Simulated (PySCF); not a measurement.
Compound: CH4INSi.
Numbering: `[CH2:1]=[N:2][SiH2:3][I:4]` (hydrogens: H5, H6 on C1; H7, H8 on Si3)

Computed by this run: PBE0-D3(BJ)/def2-SVP geometry optimisation, gas phase, def2 core potentials past Kr in PySCF 2.14.0; density fitting, grid level 1; the optimiser is geomeTRIC in internal coordinates, started from a GFN2-xTB structure with every atom displaced at random (about 0.01 Å).

Step 0: E = -18560.6909 eV
```
atom  x, y, z in Å  |  force x, y, z in eV/Å
C1      1.5514   -0.1501    0.5044   -2.182   0.708  -0.080
N2      0.3298    0.2040    0.6094    1.199  -0.389   0.147
Si3    -1.1344   -0.1281   -0.2446    0.903   1.245  -0.075
I4     -1.7458    2.1035   -1.0656   -0.139  -0.046  -0.075
H5      1.9198   -0.8121   -0.2714    0.416  -0.554  -0.474
H6      2.2555    0.2801    1.1987    0.805   0.146   0.519
H7     -1.0852   -0.9858   -1.4135   -0.026  -0.629  -0.625
H8     -2.0359   -0.5305    0.7857   -0.976  -0.481   0.663
```

Problem. Estimate the geometry and energy of step 1. (The exact step hangs on the optimiser's Hessian estimate; all steps are aligned on step 0, rigid shifts and turns removed.)

Solution. E = -18560.8493 eV, largest force 0.140 eV/Å
```
atom  x, y, z in Å  |  force x, y, z in eV/Å
C1      1.5401   -0.1499    0.5032    0.087   0.054  -0.044
N2      0.3606    0.2552    0.6815   -0.127   0.051   0.029
Si3    -1.1006   -0.0492   -0.2109    0.049  -0.079  -0.062
I4     -1.8627    2.0853   -1.1232    0.002   0.021   0.010
H5      1.8790   -0.8267   -0.3151   -0.100   0.054   0.064
H6      2.3343    0.1904    1.1945    0.062  -0.088  -0.036
H7     -0.9799   -0.9792   -1.3780    0.057  -0.023   0.023
H8     -2.1157   -0.5450    0.7509   -0.029   0.010   0.016
```

The energy changes by -0.1584 eV. The first-order estimate −F·Δx gives -0.2928 eV and the mean of the old and new forces, exact on a quadratic surface, -0.1533 eV. The step makes an angle of 73° with the force vector and moves no atom by more than 0.132 Å.

What follows is the cost of the whole optimisation. Time: 40 s; peak memory 0.38 GiB. Hardware: one thread, Intel Xeon Platinum 8175M at 2.50 GHz (x86_64), no GPU, shared host with 32 logical CPUs at a one-minute load of 3.5.
